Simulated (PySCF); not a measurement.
**Spinor energies of Pm⁵²⁺ (promethium, charge +52)**

Start: [He] 2s2 2p5; 2p1/2 filled at m_j = -1/2, +1/2; 2p3/2 filled at m_j = -1/2, +1/2, +3/2. Calculated with PySCF 2.14 in an uncontracted even-tempered set (17 s from 32 bohr⁻², ratio 2.4; 13 p from 42 bohr⁻², ratio 2.4; 5 d from 150 bohr⁻², ratio 2.6; 4 f from 220 bohr⁻², ratio 2.6): generalised Hartree-Fock with the X2C-1e Hamiltonian and a Gaussian nucleus; one run each with spin-orbit coupling (SO) switched off, then screened by Boettger's factors.

| spinor shell | electrons | ε, spin-free (eV) | ε, screened SO (eV) | weight of nominal j (screened SO) | rms radius, screened SO (bohr) |
| --- | --- | --- | --- | --- | --- |
| 1s1/2 | 2 | -49619.1 | -49606.3 | 1.000 | 0.0264 |
| 2s1/2 | 2 | -11312.1 | -11308.4 | 1.000 | 0.104 |
| 2p1/2 | 2 | -10579.0 | -10988.8 | 1.000 | 0.0890 |
| 2p3/2 | 3 | -10579.0 | -10398.6 | 1.000 | 0.0946 |

```
   quantity    spin-free  screened SO
E (hartree)  -6861.94542  -6872.77294
        M_J          3/2          3/2
       ⟨J²⟩        3.750        3.750
       ⟨L²⟩        2.000        2.011
       ⟨S²⟩        0.750        0.761
```

Each row is a mean over spinors that exchange with the open shell spreads, by up to 51.049 eV (2s1/2).

Breit and QED terms are absent; they matter most for the inner s and p1/2 levels.

Densities and radii are taken from the X2C orbitals without a picture-change correction, which distorts them close to the nucleus.

Without spin-orbit coupling the j labels of p, d and f shells carry no meaning; the spin-free column gives the mean over the occupied spinors of each nl shell.
